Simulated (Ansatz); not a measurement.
This geometry of CH5AlO2 (9 atoms, charge 0, multiplicity 1) is a first-order saddle point.

Method: Ansatz 0.2.0, RKS CAM-B3LYP-D4/def2-SVP.

```xyz
9
Properties=species:S:1:pos:R:3
O -0.747 0.684 -1.136
C 0.580 0.325 -0.725
Al 0.082 -0.944 0.692
O -0.717 -0.414 2.093
H -0.712 1.267 -1.904
H 1.160 1.208 -0.394
H 1.150 -0.143 -1.551
H 0.338 -2.497 0.627
H -1.045 0.468 2.282
```

Question: Which two structures does it join? (They come from a converged band through this point; their orientation in space is the band's.)

Answer: Bonds broken: O1–Al3. The dihedral H6–C2–Al3–O4 goes from 4 to 121°.

Image 0:

```xyz
9
Properties=species:S:1:pos:R:3
O -0.669 0.391 -0.919
C 0.819 0.437 -0.683
Al -0.095 -0.719 0.596
O -0.657 -0.217 2.122
H -0.925 0.190 -1.828
H 1.116 1.485 -0.559
H 1.342 -0.013 -1.537
H -0.253 -2.249 0.264
H -0.589 0.648 2.527
```

Image 6:

```xyz
9
Properties=species:S:1:pos:R:3
O -0.540 1.243 -0.644
C 0.501 0.279 -0.758
Al 0.219 -0.995 0.715
O -1.079 -0.731 1.779
H -0.449 1.897 -1.346
H 1.509 0.741 -0.692
H 0.484 -0.241 -1.739
H 1.114 -2.260 0.997
H -1.671 0.020 1.671
```

Question: How far does it lie above each of them?

Answer: 0.207 eV above the first and 0.053 eV above the second. This is the barrier of this one path; another mechanism may lie lower. The orbitals stay closed-shell, which can raise the energy where a bond breaks towards radicals; this wasn't checked here.

The run took 76 s on 2 threads of Intel(R) Xeon(R) Platinum 8488C (Sapphire Rapids) (shared host), peak memory 0.2 GiB.
